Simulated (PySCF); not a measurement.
Molecule: `CC#CCB(O)O`, C4H7BO2.

Cartesian coordinates in Å; atom numbers follow the order of the lines, from 1:
```xyz
14

C     2.793    0.008    1.166
C     1.534   -0.138    0.464
C     0.519   -0.282   -0.158
C    -0.761   -0.413   -0.826
B    -1.978    0.141    0.070
O    -1.795    0.695    1.297
O    -3.230    0.052   -0.423
H     3.622    0.001    0.458
H     2.926   -0.813    1.870
H     2.811    0.949    1.716
H    -0.929   -1.463   -1.074
H    -0.726    0.128   -1.775
H    -0.884    0.729    1.592
H    -3.905    0.403    0.160
```

Frames of a GFN2-xTB Langevin trajectory at 600 K; GIAO PBE0/pcSseg-1 shieldings in PySCF 2.14, gas phase, non-relativistic; equivalent atoms averaged within each frame.

References, each an isolated molecule treated in the same way: ¹³C (σref 186.93), ¹H (σref 31.72) against TMS; ¹¹B (σref 100.07) against BF3·OEt2; ¹⁷O (σref 336.08) against H2O. The references are static minima.

Q: How do the shifts (ppm) fluctuate along the trajectory?

A: 
```tsv
time (fs)	C3	C2	C1	C4	B5	O6/O7	H13/H14	H8/H9/H10	H11/H12
250	88.0	84.0	4.9	3.8	29.7	140.2	5.53	1.82	0.98
425	90.9	79.9	10.7	5.9	26.9	131.4	4.69	2.06	3.03
625	87.3	82.4	9.3	-1.0	30.0	143.8	4.69	2.09	0.74
800	84.9	74.8	5.1	17.6	28.5	132.6	6.02	2.01	3.32
1000	82.2	80.6	5.6	3.2	30.4	138.8	5.16	2.44	0.89
mean of frames	86.7	80.4	7.1	5.9	29.1	137.3	5.22	2.09	1.79
standard deviation	3.3	3.5	2.7	7.0	1.4	5.2	0.57	0.22	1.27
```

5 frames give an uncertainty of the mean of about the standard deviation over 2.2 at best, since frames this close in time may not be independent; classical motion lacks zero-point vibration, and the reference would need the same averaging.
